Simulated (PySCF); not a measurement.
## ClPtN, singlet: data card

All numbers come from PySCF, PBE0, basis Pt def2-TZVP with ECP60, N def2-TZVP, Cl def2-TZVP (scalar-relativistic core potentials, no spin–orbit coupling, density fitting).

The structure is a minimum.

```
Point group                                                                   : C∞v
Bond lengths                                                                  : Pt–Cl 2.194 Å, Pt–N 1.667 Å
Bond angles                                                                   : Cl–Pt–N 180.0°
Principal polarisabilities                                                    : 37.1, 37.1, 85.2 bohr³
Zero-point energy                                                             : 9.9 kJ/mol
Principal quadrupole moments (Buckingham, traceless) about the centre of mass : -2.17, 1.09, 1.09 D Å
Entropy at 298.15 K and 1 bar                                                 : 289.8 J/(mol K)
Dipole moment                                                                 : 0.21 D
Highest occupied level                                                        : -8.06 eV
Atomisation energy without zero-point energy                                  : 664 kJ/mol
Heat capacity Cp at 298.15 K                                                  : 52.8 J/(mol K)
Enthalpy at 298.15 K above 0 K                                                : 13.71 kJ/mol
Lowest empty level                                                            : -4.63 eV
Rotational symmetry number                                                    : 1
Rotational constants                                                          : 0.08623 cm⁻¹
```

Harmonic modes (masses in u: Pt 194.965, N 14.003, Cl 34.969):
```json
{"symmetry": "π", "ω (cm⁻¹)": "68", "IR (km/mol, summed over degenerate members)": "0.6"}
{"symmetry": "σ+", "ω (cm⁻¹)": "416", "IR (km/mol, summed over degenerate members)": "50.3"}
{"symmetry": "σ+", "ω (cm⁻¹)": "1101", "IR (km/mol, summed over degenerate members)": "12.8"}
```

In C∞v the vibrations span π + 2σ+.

Charges (e):
```json
{"atom": "Pt1", "Mulliken": "0.49", "Löwdin": "0.20", "polar tensor": "0.60", "Mayer order to Pt1": "–"}
{"atom": "N2", "Mulliken": "-0.19", "Löwdin": "-0.21", "polar tensor": "-0.15", "Mayer order to Pt1": "2.58"}
{"atom": "Cl3", "Mulliken": "-0.30", "Löwdin": "0.02", "polar tensor": "-0.44", "Mayer order to Pt1": "0.97"}
```
Other Mayer orders above 0.3: N–Cl 0.34.

Mulliken populations on Pt1 (electrons outside its core potential): s 3.20, p 6.27, d 8.00, f 0.04.

Formally Pt is in oxidation state +4, d6, with 0 unpaired electrons (the high-spin count would be 4). The polar-tensor charge on Pt, 0.60, is far below the formal one.

This need not be the most stable arrangement of these atoms. Spin–orbit coupling, left out here, can matter for elements this heavy.

The final relaxation and frequency run took roughly 100 core-seconds on a shared host.
